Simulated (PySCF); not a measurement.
Isomers of CH6Si2. Isolated molecules, 0 K electronic values unless said otherwise. Strings in code marks are SMILES.

Calculation: PBE0-D3(BJ)/def2-TZVP (PySCF). 

```
species            LUMO (eV)  dipole moment (D)  HOMO–LUMO gap (eV)
-----------------  ---------  -----------------  ------------------
`C[SiH]=[SiH2]`        -1.58               1.39                4.15
`C=[SiH][SiH3]`        -1.53               0.71                5.08
`C1[SiH2][SiH2]1`      -0.14               0.46                6.58
`[SiH2]=C[SiH3]`       -1.64               1.78                5.24
```
